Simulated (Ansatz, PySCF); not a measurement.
Pair of molecules: CH4 (SMILES C) (first 5 atoms) with CH5N (SMILES CN); geometry from B3LYP-D3(BJ)/def2-TZVP, rigid monomers moved along the line of their centres of mass till C1···H12 is 2.62 Å.
(charge 0, multiplicity 1):
```xyz
12

C     -0.0054    -0.0447    -0.3855
H      0.1006     0.3451    -1.3967
H     -0.2579    -1.1034    -0.4329
H      0.9317     0.0832     0.1541
H     -0.7970     0.4980     0.1297
C     -0.1601     0.7402     3.0763
N      0.0748    -0.6941     2.9207
H      0.2273     1.0657     4.0431
H     -1.2347     0.9299     3.0789
H      0.2911     1.3734     2.3001
H      1.0668    -0.8983     2.9282
H     -0.2843    -1.0195     2.0316
```

Interaction energies are E(AB) − E(A) − E(B) at the monomers' geometry in the complex; basis-set methods are counterpoise corrected. Rows marked so take none.

Rows in 6-31G* carry no dispersion term and start afresh at each structure (6-31G* with six Cartesian d functions). MP2/6-31G* freezes PySCF's default core.

Codes used: Ansatz (a program for electronic structure) with Gaussian orbitals; PySCF for 6-31G* rows, the dispersion terms. Values without a source in brackets are computed.

Q: One of these levels gives 1.35 kcal/mol for the interaction energy. Name it.
(A) PBE/def2-TZVPPD
(B) HF/6-31G* (no counterpoise)
(C) PBE-D3(BJ)/def2-TZVPPD
(D) MP2/6-31G*

A: B, HF/6-31G* (no counterpoise). The others give 0.46 (PBE/def2-TZVPPD), -0.74 (PBE-D3(BJ)/def2-TZVPPD), 1.04 (MP2/6-31G*)
